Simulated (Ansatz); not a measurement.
Job for Ansatz (a first-principles code): U-PBE/def2-TZVPP on InRu, 2S+1 = 4, a spin state set in the input, which need not be the lowest, a point of a bond scan (R = 2.682 Å). Elements past Kr take the def2 small-core potentials; no spin–orbit coupling.

Ansatz 0.2 input:
```yaml
crystal:
  periodic: [false, false, false]
  atoms:
    - {symbol: Ru, position_ang: [0.00000000, 0.00000000, 0.00000000]}
    - {symbol: In, position_ang: [0.00000000, 0.00000000, 2.68168800]}
basis:
  gaussian:
    orbitals: def2-TZVPP
    pivot_positions_ang: [[0.00000000, 0.00000000, 0.00000000], [0.00000000, 0.00000000, 2.68168800]]
hamiltonian:
  xc: {name: PBE}
magnetization: {spin_polarized: true, initial_magnetization: 3}
output: {forces: true, orbitals: {seedname: ./end}}
```

### Question
Give the final energy of this run.

### Answer
-285.0204 hartree.

### Question
How many basis functions does it have, and what does it roughly cost on one machine?

### Answer
106 functions; about 50 core-seconds (a rough figure).
